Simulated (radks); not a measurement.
Results of a calculation; reference values are marked as such.
Valence configurations of neutral fluorine (all share [He]). Level of theory: Dirac Kohn-Sham, BLYP, spin-unpolarised, spherical densities, finite nucleus; open shells fill j = l - 1/2 first; Fermi nuclear charge, rms radius 2.8976 fm (a radial shooting solver on a logarithmic mesh with Libxc functionals). Energies are relative to 2s2 2p5; eigenvalues in eV.

valence      E (eV)  e(2p1/2)  e(2p3/2)  e(2s1/2)
2s2 2p5       0.000   -11.159   -11.095   -29.770
2s1 2p6      18.706   -11.576   -11.512   -30.249
2s1.5 2p5.5   9.345   -11.371   -11.306   -30.012

NIST lists [He] 2s2 2p5 as the ground configuration; this level of theory agrees among the configurations tried. The energies are those of spherical spin-averaged densities, not of single terms.
